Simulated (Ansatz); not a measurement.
BF3, charge -1, doublet, geometry from GFN2-xTB (a state made from the parent by changing its charge; the spin is typed, not shown lowest) (a gas-phase anion, which may not be bound at this level). Base run: Ansatz (a first-principles code) with PBE0/def2-SV(P).

Here is a job for Ansatz.
Ansatz 0.2 input:
```yaml
crystal:
  periodic: [false, false, false]
  atoms:
    - {symbol: B, position_ang: [-0.01665964, 0.22066266, 0.40640217]}
    - {symbol: F, position_ang: [-1.17616439, -0.61899512, 0.19030536]}
    - {symbol: F, position_ang: [0.04332344, 1.13683746, -0.71306201]}
    - {symbol: F, position_ang: [1.14209631, -0.64043271, 0.29697767]}
basis:
  gaussian:
    orbitals: def2-SV_P_.json
hamiltonian:
  xc: pbe0
total_charge: -1
magnetization: {spin_polarized: true, initial_magnetization: 1}
```
The basis file holds def2-SV(P) in the JSON format of the Basis Set Exchange.

Variants of this job, named by their change:

```json
[
 {"change": "base", "E (Eh)": "-323.94297", "SCF-reference <S^2>": "0.751"},
 {"change": "functional = pbe0; dispersion = d4", "E (Eh)": "-323.94448", "SCF-reference <S^2>": "0.751"},
 {"change": "functional = B97M-V", "E (Eh)": "-324.14144", "SCF-reference <S^2>": "0.752"},
 {"change": "functional = SVWN5", "E (Eh)": "-322.09323", "SCF-reference <S^2>": "0.751"},
 {"change": "functional = PBE-QIDH", "E (Eh)": "-323.82752", "SCF-reference <S^2>": "0.751"},
 {"change": "functional = b3lyp; dispersion = d3bjatm", "E (Eh)": "-324.26416", "SCF-reference <S^2>": "0.751"},
 {"change": "functional = r2scan", "E (Eh)": "-324.12100", "SCF-reference <S^2>": "0.752"},
 {"change": "functional = b3lyp5", "E (Eh)": "-324.13769", "SCF-reference <S^2>": "0.751"},
 {"change": "functional = pbe", "E (Eh)": "-323.93691", "SCF-reference <S^2>": "0.751"},
 {"change": "functional = b3lyp", "E (Eh)": "-324.26214", "SCF-reference <S^2>": "0.751"},
 {"change": "functional = revpbe", "E (Eh)": "-324.14505", "SCF-reference <S^2>": "0.751"},
 {"change": "functional = lc_wpbe", "E (Eh)": "-324.08275", "SCF-reference <S^2>": "0.751"},
 {"change": "functional = B2GP-PLYP", "E (Eh)": "-323.94277", "SCF-reference <S^2>": "0.751"}
]
```

Total energies compare only within one method and basis.

A gas-phase anion may not be bound at this level; its values then depend on the basis.
